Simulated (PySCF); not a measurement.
Two species compared at the same levels of theory.

First species: CH10FNSi3.
SMILES with atom numbers: `[CH3:1][NH:2][Si:3]([F:4])([SiH3:5])[SiH3:6]` (hydrogens: H7, H8, H9 on C1; H10 on N2; H11, H12, H13 on Si5; H14, H15, H16 on Si6)

Second species: CH10FNSi3.
SMILES: `[C@H]([SiH2][SiH2]N)(F)[SiH3]`

Levels: wB97X-D/def2-SVPD for dipole moment, HOMO energy, LUMO energy, HOMO–LUMO gap, static isotropic polarisability and electronic spatial extent ⟨r²⟩ about the centre of nuclear charge; TDDFT wB97X-D/def2-SVPD for lowest singlet excitation; TDA wB97X-D/def2-SVPD for lowest triplet excitation (Tamm–Dancoff); GFN2-xTB for rotational constant A and rotational constant C. Geometries: GFN2-xTB. Each species is one conformer at its optimised geometry, gas phase, non-relativistic unless stated. Electronic properties by PySCF.

The conformers computed, where there is a choice (atom-mapped SMILES and torsion angles):
- `[CH3:1][NH:2][Si:3]([F:4])([SiH3:5])[SiH3:6]`: C1–N2–Si3–F4 -56°
- `[NH2:1][SiH2:2][SiH2:3][C@@H:4]([F:5])[SiH3:6]`: N1–Si2–Si3–C4 176°, Si2–Si3–C4–F5 47°, H–N1–Si2–Si3 -49°, H–N1–Si2–Si3 173°

Which of the two has the higher HOMO–LUMO gap, and by how much?

The second: 10.45 eV against 9.40 eV, a difference of 1.05 eV.

Which of the two has the higher ⟨r²⟩, and by how much?

The second: 1716 bohr² against 1350 bohr², a difference of 366 bohr².

Which has the higher LUMO energy?

The second: 1.15 eV against 0.66 eV, a difference of 0.49 eV.

Which of the two has the higher HOMO energy, and by how much?

The first: -8.74 eV against -9.30 eV, a difference of 0.56 eV.

Which of the two has the higher dipole moment, and by how much?

The second: 2.28 D against 2.13 D, a difference of 0.15 D.

Which of the two has the higher static isotropic polarisability, and by how much?

The first: 106.7 au against 105.2 au, a difference of 1.5 au.

Which has the higher S1 energy?

The second: 5.88 eV against 5.02 eV, a difference of 0.86 eV.

Which of the two has the higher rotational constant A, and by how much?

The second: 4.648 GHz against 1.743 GHz, a difference of 2.905 GHz.

On the first: The vertical singlet–triplet gap S1 − T1 is 0.50 eV (TDDFT singlet less Tamm–Dancoff triplet; S1: HOMO→LUMO, weight 0.95; T1: HOMO→LUMO, weight 0.90). The principal polarisabilities are 87.3, 109.1 and 123.7 au; their mean is the isotropic value. GFN2-xTB frequencies show an imaginary mode (25i cm⁻¹), so this geometry is no minimum at that level.

On the second: In atomic units the dipole is 0.90 e·bohr (1 au = 2.5417 D). The 8 singlets span 5.88 to 7.78 eV, and their oscillator strengths add up to 0.32.
